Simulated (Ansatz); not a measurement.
(BeO)6 prism (Be₆O₆). Total charge 0; triplet. Geometry PBE-D4/def2-SVP, that of the neutral singlet; atoms count from 1.

| atom | x (Å) | y (Å) | z (Å) |
| --- | --- | --- | --- |
| Be1 | -0.081 | -1.027 | 1.289 |
| O2 | 0.428 | 0.371 | 1.807 |
| Be3 | 1.055 | 1.130 | 0.578 |
| O4 | 1.633 | 0.566 | -0.775 |
| Be5 | 0.991 | -0.853 | -1.006 |
| O6 | 0.356 | -1.860 | 0.026 |
| Be7 | -1.055 | -1.130 | -0.578 |
| O8 | -1.633 | -0.566 | 0.775 |
| Be9 | -0.991 | 0.853 | 1.006 |
| O10 | -0.356 | 1.860 | -0.026 |
| Be11 | 0.081 | 1.027 | -1.289 |
| O12 | -0.428 | -0.371 | -1.807 |

At PBE0-D4/def2-TZVP a singlet of charge 0 lies 5.84 eV below the triplet at the same geometry.

Estimate the Mulliken populations from the PBE0/def2-TZVP orbitals of Ansatz.


| atom | charge (e) | spin (α − β) |
| --- | --- | --- |
| Be1 | 0.30 | 0.05 |
| O2 | -0.26 | 0.01 |
| Be3 | 0.15 | 0.23 |
| O4 | -0.07 | 0.50 |
| Be5 | 0.16 | 0.21 |
| O6 | -0.26 | 0.01 |
| Be7 | 0.27 | 0.08 |
| O8 | -0.26 | 0.06 |
| Be9 | 0.27 | 0.08 |
| O10 | -0.17 | 0.25 |
| Be11 | 0.08 | 0.30 |
| O12 | -0.19 | 0.21 |
Mulliken values depend strongly on the basis.

Where does the spin sit?

Summed by element: Be 0.95, O 1.05, of 2 unpaired in all. Largest on single atoms: O4 0.50, Be11 0.30, O10 0.25.

And the Mayer bond orders between heavy atoms (over 0.3)?

Be1–O2 0.87 (1.58 Å); Be1–O6 0.88 (1.58 Å); Be1–O8 0.55 (1.70 Å); O2–Be3 0.90 (1.58 Å); O2–Be9 0.59 (1.70 Å); Be3–O4 0.78 (1.58 Å); Be3–O10 0.54 (1.70 Å); O4–Be5 0.78 (1.58 Å); O4–Be11 0.48 (1.70 Å); Be5–O6 0.90 (1.58 Å); Be5–O12 0.55 (1.70 Å); O6–Be7 0.58 (1.70 Å); Be7–O8 0.89 (1.58 Å); Be7–O12 0.82 (1.58 Å); O8–Be9 0.89 (1.58 Å); Be9–O10 0.81 (1.58 Å); O10–Be11 0.85 (1.58 Å); Be11–O12 0.86 (1.58 Å).
